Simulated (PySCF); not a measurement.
Work out the structure from these simulated measurements.

Formula: C4H2ClN3.

- Triplet: lowest triplet excitation (Tamm–Dancoff): 3.62 eV [TDA B3LYP/def2-SVPD]
- NMR, other nuclei: isotropic shieldings of nuclei other than C and H, by class: -72 (1 N), -42 (1 N), 83 (1 N), 745 (1 Cl) ppm [GIAO PBE0/pcSseg-1]
- Rotational structure: rotational constants A, B, C: 2.168, 1.914, 1.017 GHz [GFN2-xTB]
- UV, first state: lowest singlet excitation: 5.37 eV (231 nm, f = 0.247) [TDDFT B3LYP/def2-SVPD]
- 13C NMR: chemical shifts (computed TMS as zero) by class: 154.4 (1 C), 137.0 (1 C), 114.9 (1 C), 104.8 (1 C) ppm [GIAO PBE0/pcSseg-1]
- Dipole: 4.67 D [B3LYP/def2-SVPD]

The electronic properties come from PySCF, for the isolated species, density fitting. Levels stand in brackets. Geometry: GFN2-xTB; no solvent, vibrations or thermal averaging. Each NMR value is the plain mean over a class of atoms that symmetry, rotation or inversion makes alike.

Q: Propose a structure and show how it fits.

A: Numbering: `[N:1]#[C:2][c:3]1[nH:4][cH:5][n:6][c:7]1[Cl:8]`. Its formula, C4H2ClN3, gives 5 degrees of unsaturation: 1 ring and 4 π bonds in the structure found (Kekulé form). 4 carbons fall into 4 classes; from least to most shielded: aromatic C–Cl carbon [C7] (154.4 ppm), aromatic CH next to a ring nitrogen [C5] (137.0 ppm), nitrile carbon [C2] (114.9 ppm), substituted aromatic carbon [C3] (104.8 ppm). The other shieldings belong to: -72 ppm, nitrile nitrogen [N1]; -42 ppm, pyridine-type nitrogen [N6]; 83 ppm, pyrrole-type nitrogen [N4]; 745 ppm, aryl chlorine [Cl8]. S1 is mainly HOMO→LUMO (weight 0.94); the largest Löwdin shares of the orbital it empties are 0.21 on the substituted aromatic carbon, 0.18 on the aryl chlorine, 0.16 on the aromatic C–Cl carbon and 0.14 on the aromatic CH next to a ring nitrogen, of the orbital it fills 0.16 on the nitrile nitrogen, 0.14 on the aromatic C–Cl carbon, 0.14 on the aromatic CH next to a ring nitrogen and 0.14 on the substituted aromatic carbon. The optimised geometry has point group Cs and is an asymmetric top. Structure: `C(c1c(Cl)nc[nH]1)#N`. The assignments are read from this structure; whether some other isomer fits the data as well wasn't checked.
